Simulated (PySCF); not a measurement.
## Cs⁺ (caesium, charge +1): UHF calculation

Configuration: [Xe], closed-shell 1S. All numbers are calculated (PySCF 2.14, the spin-free X2C one-electron Hamiltonian (Gaussian nucleus), in ANO-RCC-VTZP).

| Property | Result |
| --- | --- |
| Total energy | -7782.645508 hartree |
| One-electron energy | -10631.8797 hartree |
| Hartree (Coulomb) energy | 3040.6274 hartree |
| Exchange energy | -191.3933 hartree |
| ⟨S²⟩ | 0.0000 |
| ⟨L²⟩ | 0.000 |
| Sum of ⟨r⟩ | 36.16 bohr |
| Sum of ⟨r²⟩ | 51.23 bohr² |
| Langevin diamagnetic susceptibility | -40.6 ×10⁻⁶ cm³/mol |

| shell | electrons | mean orbital energy (eV) | rms radius, mean of both spins (bohr) |
| --- | --- | --- | --- |
| 1s | 2 | -36157.8 | 0.0298 |
| 2s | 2 | -5780.3 | 0.121 |
| 2p | 6 | -5183.6 | 0.108 |
| 3s | 2 | -1250.3 | 0.318 |
| 3p | 6 | -1053.1 | 0.318 |
| 3d | 10 | -761.67 | 0.296 |
| 4s | 2 | -258.77 | 0.738 |
| 4p | 6 | -192.89 | 0.787 |
| 4d | 10 | -93.448 | 0.902 |
| 5s | 2 | -40.533 | 1.88 |
| 5p | 6 | -23.457 | 2.22 |

Spin-orbit coupling, which splits the p, d and f shells strongly at this Z, is absent.

Densities and radii are taken from the X2C orbitals without a picture-change correction, which distorts them close to the nucleus.
